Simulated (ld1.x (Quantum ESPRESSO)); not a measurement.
Which change was made? (P, TM)

```json
{"Element": "phosphorus (P)", "Generator": "ld1.x (Quantum ESPRESSO) 7.5", "Type": "norm-conserving Troullier–Martins (Kleinman–Bylander form)", "Functional": "LDA (PZ)", "Relativity": "scalar-relativistic", "Frozen core": "[Ne]", "Valence charge": "5", "Reference configuration": "3s2 3p2.75 (charge +0.25)", "Partial waves": "3s (bound): rc 1.40 bohr; 3p (bound): rc 1.35 bohr", "Local potential": "the p channel", "Core correction": "Bessel-smoothed model core inside 0.75 bohr"}
```

Cutoffs, loose and tight: the cutoffs (Ry, on a coarse ladder) from which the occupation-weighted sum of valence levels, in a spherical-Bessel basis at the reference potential, stays within 10 and 1 mRy of its value at 400 Ry. They do not see the model core or the augmentation charge, which bear on the density cutoff. Test errors are all-electron minus pseudo excitation energies from the reference, over the configurations 3s2 3p3; 3s2 3p2; 3s2 3p1; 3s2 3p2.5; 3s1 3p3; 3s1 3p0; 3s2 3p0 (two spin-polarised tests are not counted in the largest error); variants that change the core or the reference have their own tests.

The base gives: outcome: generated; cutoff, loose: 50 Ry; cutoff, tight: 90 Ry; bound ghosts: none; largest test error (meV): +117.

Q: After one change the result is: outcome: generated; cutoff, loose: 100 Ry; cutoff, tight: 180 Ry; bound ghosts: none; largest test error (meV): +96. Which change was it?
A. wave 3p (bound): rc 1.35 bohr becomes 3p (bound): rc 2.00 bohr
B. wave 3p (bound): rc 1.35 bohr becomes 3p (bound): rc 1.12 bohr
C. wave 3p (bound): rc 1.35 bohr becomes 3p (bound): rc 0.94 bohr

A: B. The others give: wave 3p (bound): rc 1.35 bohr becomes 3p (bound): rc 0.94 bohr → outcome: generated; cutoff, loose: over 300 Ry; cutoff, tight: over 300 Ry; bound ghosts: s; largest test error (meV): +377 | wave 3p (bound): rc 1.35 bohr becomes 3p (bound): rc 2.00 bohr → outcome: generated; cutoff, loose: 25 Ry; cutoff, tight: 50 Ry; bound ghosts: none; largest test error (meV): +140.
